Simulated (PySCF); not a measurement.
CH2NO, SMILES [NH]C=O, multiplicity 2.

Geometry: PBE0-D3(BJ)/def2-TZVP. A frequency run showed that this geometry is not a minimum. The isomer is the one that the SMILES or the coordinates give; other isomers of the formula were not compared. One conformer was computed; it need not be the lowest.

Method: PySCF with PBE/def2-TZVPD.

Computed frontier levels, dipole moment and polarisability:
```json
{
 "α spin, highest occupied and lowest empty level": "-7.03 and -1.28 eV",
 "β spin, highest occupied and lowest empty level": "-6.72 and -6.02 eV",
 "dipole_moment": "0.162 e·Å",
 "quadrupole, principal values (traceless, Buckingham form, about the centre of nuclear charge)": "-5.45, -0.89, 6.35 D·Å",
 "mean_static_polarisability": "30.8 bohr³ (4.57 Å³)",
 "polarisability_principal_values": "21.1, 26.4, 44.9 bohr³",
 "⟨S²⟩": "0.753 (pure state 0.75)"
}
```
